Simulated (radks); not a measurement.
Problem. The mean radii <r> (bohr) of the occupied orbitals of an atom or ion are listed with their occupations. Calculated with a radial shooting solver on a logarithmic mesh with Libxc functionals: scalar-relativistic Kohn-Sham, LDA (Slater exchange, Perdew-Wang correlation), spin-polarised, spherical densities, point nucleus.

orbital  occ.      <r>
1s up       1  0.04556
1s down     1  0.04556
2s up       1   0.2031
2s down     1   0.2031
2p up       3   0.1774
2p down     3   0.1774
3s up       1   0.5996
3s down     1   0.5994
3p up       3   0.6182
3p down     3   0.6177
3d up       5   0.6795
3d down     5   0.6759
4s up       1    1.869
4s down     1    1.868
4p up       2    2.285

Name the element and its charge. Open shells, if any, are filled with parallel spins first.

Solution. Z = 33, arsenic, charge +1: As+ in [Ar] 3d10 4s2 4p2. The 1s radius gives Z: for a bare nucleus <r> = (2 gamma + 1)/(2Z) with gamma = sqrt(1 - (Z/c)^2), 0.04456 bohr for Z = 33, and screening makes it slightly larger (0.04556 here). The occupations add up to 32, and the charge is Z minus that.
